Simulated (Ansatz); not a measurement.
Ansatz (an electronic-structure program) input (HSE06/def2-TZVPD):

Ansatz 0.2 input:
```yaml
crystal:
  periodic: [false, false, false]
  atoms:
    - {symbol: Si, position_ang: [-0.09620345, -0.13200822, -0.36047896]}
    - {symbol: Cl, position_ang: [0.40606279, 0.55068062, 1.51712426]}
    - {symbol: O, position_ang: [-0.64649132, 1.31543063, -0.92944406]}
    - {symbol: O, position_ang: [1.15833245, -0.76145785, -1.16712809]}
    - {symbol: O, position_ang: [-1.18881149, -1.32626573, -0.33389603]}
    - {symbol: H, position_ang: [1.90903438, -0.19127368, -1.35296552]}
    - {symbol: H, position_ang: [-2.04949066, -1.14383824, 0.05230407]}
basis:
  gaussian:
    orbitals: def2-TZVPD
hamiltonian:
  xc: {name: HSE06}
magnetization: {spin_polarized: true, initial_magnetization: 1}
output: {forces: true}
```

End of the output:

```
mean field evaluation 8: about -26566.1504 eV, gradient 4.2e-1 eV
mean field evaluation 16: about -26566.2042 eV, gradient 3.3e-3 eV
mean field evaluation 32: about -26566.2042 eV, gradient 9.9e-6 eV
mean field -26566.20422027 eV, -976.2899978750 hartree, gradient 9.9e-6 eV, S^2 0.754273; 1 other end points of the search recorded, 0 dependent functions left out
the calculation of the forces begins
reference -26566.20428747 eV, -976.2900003445 hartree; 29, 28 occupied and 198, 199 virtual orbitals, 1258 factors
Total energy: -26566.20428747 eV, -976.2900003445 hartree
Atom 0 at    -0.096203    -0.132008    -0.360479 Å, force     0.083740    -0.047441     0.203730 eV/Å
Atom 1 at     0.406063     0.550681     1.517124 Å, force    -0.057041    -0.074114    -0.210917 eV/Å
Atom 2 at    -0.646491     1.315431    -0.929444 Å, force    -0.004081    -0.007144    -0.016337 eV/Å
Atom 3 at     1.158332    -0.761458    -1.167128 Å, force    -0.053994     0.073827     0.025229 eV/Å
Atom 4 at    -1.188811    -1.326266    -0.333896 Å, force     0.022336     0.092195    -0.001868 eV/Å
Atom 5 at     1.909034    -0.191274    -1.352966 Å, force    -0.091981    -0.041883     0.034340 eV/Å
Atom 6 at    -2.049491    -1.143838     0.052304 Å, force     0.101020     0.004560    -0.034176 eV/Å
Dipole moment:     0.011774    -0.007595     0.028018 e Å
```

It need not be the lowest isomer of its formula.
